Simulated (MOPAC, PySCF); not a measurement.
C₇H₈OS₂Si, SMILES `COc1cc2scc([SiH3])c2s1` (C–O–C–S torsion 0°), neutral singlet in the gas phase. 

Cartesian coordinates (Å):
```xyz
19

C     -3.4444     1.4843    -0.2545
O     -3.1567     0.1104    -0.2065
C     -1.8821    -0.2648    -0.0908
C     -1.4540    -1.5662    -0.0319
C     -0.0383    -1.6172     0.0905
S      1.1317    -2.8813     0.2123
C      2.4246    -1.7317     0.3038
C      2.0118    -0.4199     0.2461
Si     3.1805     1.0339     0.3217
C      0.5897    -0.3766     0.1233
S     -0.5703     0.9070     0.0019
H     -2.9611     1.9645    -1.1238
H     -3.1149     1.9949     0.6677
H     -4.5328     1.5792    -0.3496
H     -2.1364    -2.4128    -0.0761
H      3.4470    -2.0973     0.3978
H      2.8621     1.9086     1.4918
H      3.0687     1.8677    -0.9142
H      4.5749     0.5174     0.4502
```
Charge 0, multiplicity 1.

All levels are single points at this geometry (PBE0-D3(BJ)/def2-SVP); Pople sets use spherical d functions. Orbital energies aren't observables, and empty levels follow the basis.

HF/6-31G* in PySCF gives gap (eV) = 10.62.

Estimate the gap (eV) from each of these levels: B3LYP-D3(BJ)/def2-TZVP in PySCF; M06-2X/def2-TZVP in PySCF; B3LYP/3-21G in PySCF; B3LYP/6-31G* in PySCF; B3LYP/LANL2DZ in PySCF; BP86/6-31G* in PySCF; PBE/6-31G* in PySCF; SVWN5/6-31G* in PySCF; HF/3-21G in PySCF; PM3 in MOPAC; PM6 in MOPAC; PM7 in MOPAC.


| level | gap (eV) |
|---|---|
| B3LYP-D3(BJ)/def2-TZVP in PySCF | 4.79 |
| M06-2X/def2-TZVP in PySCF | 6.99 |
| B3LYP/3-21G in PySCF | 4.91 |
| B3LYP/6-31G* in PySCF | 4.84 |
| B3LYP/LANL2DZ in PySCF | 4.90 |
| BP86/6-31G* in PySCF | 3.45 |
| PBE/6-31G* in PySCF | 3.45 |
| SVWN5/6-31G* in PySCF | 3.44 |
| HF/3-21G in PySCF | 10.70 |
| PM3 in MOPAC | 7.98 |
| PM6 in MOPAC | 7.94 |
| PM7 in MOPAC | 7.71 |
